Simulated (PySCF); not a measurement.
Method: PBE-D3(BJ)/def2-TZVP // r2SCAN-D4/def2-SVP (PySCF 2.14.0). Gas-phase values, no solvent. One relaxed conformer stands for a flexible species; it need not be the lowest. 

Reference species: [Ti(OH)(H)3] (neutral, multiplicity 1).

The coordination number comes out as 4 and the mean distance from the central atom to its bonded neighbours is 1.708 Å.

Changed species: [Ti(OH)2(H)2] (2 of 4 OH replaced by H; the reference has 3 of 4 OH replaced by H).

Problem. Predict the effect on the coordination number and mean distance from the central atom to its bonded neighbours.

Solution. the coordination number is nearly the same; the mean distance from the central atom to its bonded neighbours rises by 0.020 Å, to 1.728 Å.
